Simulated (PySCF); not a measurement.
# `CB(C)c1ccc(F)n1C`, C₇H₁₁BFN

Molfile (atoms numbered from 1):
```
C7H11BFN
     RDKit          3D

 21 21  0  0  0  0  0  0  0  0999 V2000
   -2.3031    0.6814   -0.9463 C   0  0  0  0  0  0  0  0  0  0  0  0
   -1.4637   -0.4109   -0.1609 B   0  0  0  0  0  0  0  0  0  0  0  0
   -2.1736   -1.7414    0.3271 C   0  0  0  0  0  0  0  0  0  0  0  0
    0.0233   -0.1033    0.0842 C   0  0  0  0  0  0  0  0  0  0  0  0
    0.7064    1.0527   -0.3118 C   0  0  0  0  0  0  0  0  0  0  0  0
    2.0526    0.9807    0.0902 C   0  0  0  0  0  0  0  0  0  0  0  0
    2.1571   -0.2375    0.7310 C   0  0  0  0  0  0  0  0  0  0  0  0
    3.2148   -0.7917    1.2921 F   0  0  0  0  0  0  0  0  0  0  0  0
    0.9788   -0.8921    0.7411 N   0  0  0  0  0  0  0  0  0  0  0  0
    0.7973   -2.1909    1.3399 C   0  0  0  0  0  0  0  0  0  0  0  0
   -3.3566    0.4013   -1.0905 H   0  0  0  0  0  0  0  0  0  0  0  0
   -2.2817    1.6499   -0.4181 H   0  0  0  0  0  0  0  0  0  0  0  0
   -1.8667    0.8743   -1.9412 H   0  0  0  0  0  0  0  0  0  0  0  0
   -2.0939   -1.8677    1.4202 H   0  0  0  0  0  0  0  0  0  0  0  0
   -1.7003   -2.6367   -0.1110 H   0  0  0  0  0  0  0  0  0  0  0  0
   -3.2416   -1.7713    0.0668 H   0  0  0  0  0  0  0  0  0  0  0  0
    0.2474    1.8782   -0.8522 H   0  0  0  0  0  0  0  0  0  0  0  0
    2.8546    1.6991   -0.0549 H   0  0  0  0  0  0  0  0  0  0  0  0
    0.4602   -2.9242    0.5949 H   0  0  0  0  0  0  0  0  0  0  0  0
    1.7572   -2.5241    1.7518 H   0  0  0  0  0  0  0  0  0  0  0  0
    0.0604   -2.1506    2.1536 H   0  0  0  0  0  0  0  0  0  0  0  0
  1  2  1  0
  2  3  1  0
  2  4  1  0
  4  5  2  0
  5  6  1  0
  6  7  2  0
  7  8  1  0
  7  9  1  0
  9 10  1  0
  9  4  1  0
  1 11  1  0
  1 12  1  0
  1 13  1  0
  3 14  1  0
  3 15  1  0
  3 16  1  0
  5 17  1  0
  6 18  1  0
 10 19  1  0
 10 20  1  0
 10 21  1  0
M  END
```

The calculation used PySCF, quadratic response CAM-B3LYP/aug-cc-pVDZ first hyperpolarisability, Taylor convention, gas phase. Geometry: PBE0-D3(BJ)/def2-SVP.

Give the tensor of the static β(0;0,0) in the axes of these coordinates.

In au, Taylor convention; rows are the first index (the induced dipole):
|  | xx | yy | zz | xy | xz | yz |
| --- | --- | --- | --- | --- | --- | --- |
| x | +679.9 | +5.9 | +28.1 | +60.3 | +148.3 | +28.4 |
| y | +60.3 | -51.9 | -14.3 | +5.9 | +28.4 | -12.7 |
| z | +148.3 | -12.7 | +59.2 | +28.4 | +28.1 | -14.3 |

Norm of βᵢ = ⅓ Σⱼ (βᵢⱼⱼ + βⱼᵢⱼ + βⱼⱼᵢ): 740.0 au, hyper-Rayleigh value 307.4 au.
